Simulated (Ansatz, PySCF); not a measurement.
C₂H₈O₂Si₂, SMILES O[Si@H]1C[SiH2]CO1.

Geometry optimised at PBE-D3(BJ)/def2-SVP. The structure was generated by enumeration; whether it is a known compound was not checked. One conformer was computed; it need not be the lowest.

Vertical ionisation energy (IE) and electron affinity (EA) in eV. Rows of orbital energies are one-electron estimates. Where ΔSCF, EOM or ADC give a negative EA the extra electron is unbound and the value depends on the basis.

```tsv
level	IE	EA
−ε(HOMO), −ε(LUMO), PBE0/def2-TZVP (PySCF)	7.79	-0.34
−ε(HOMO), −ε(LUMO), PBE/def2-TZVP (PySCF)	6.39	0.51
ΔSCF, ωB97X-V/def2-SVPD (Ansatz), final states of multiplicity 2 and 2	10.04	-1.55
ΔSCF, PBE/def2-SVPD (Ansatz), final states of multiplicity 2 and 2	9.30	-0.97
```

### Question
What vertical singlet–triplet gap does ΔSCF give with ωB97X-V/def2-SVPD (Ansatz, an electronic-structure program) and with PBE/def2-SVPD (Ansatz)? (The exact figures need the calculation; the answer reports its results.)

### Answer
7.13 and 5.88 eV (triplet above singlet where positive).
